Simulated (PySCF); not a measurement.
# Excitation energy of Mn²⁺ by level of theory

Mn²⁺ [Ar] 3d5 (6S) → Mn²⁺ [Ar] 3d4 4p1 (high-spin determinant), as a difference of total energies. All numbers are calculated (PySCF 2.14, scalar relativity by spin-free X2C-1e, in ANO-RCC-VTZP). Correlated levels: valence and next inner shell: [Ne] frozen. The calculations carry no spin-orbit coupling.

```
                                method  excitation energy (eV)
                                   UHF                  13.101
    MP2 (valence and next inner shell)                  14.045
SCS-MP2 (valence and next inner shell)                  13.651
   CCSD (valence and next inner shell)                  13.724
CCSD(T) (valence and next inner shell)                  13.725
```

How much does correlation contribute at CCSD(T) (valence and next inner shell)?

13.725 − (13.101) = 0.624 eV, measured against UHF.

A first-order spin-orbit estimate (lowest level to lowest level, LS coupling) adds -0.108 eV.

The basis was made for the ground configuration and has no added diffuse functions, so the excitation energy can come out too high.

The determinant of the upper state mixes LS terms, which raises its energy above the lowest term, most at the Hartree-Fock and MP2 levels.
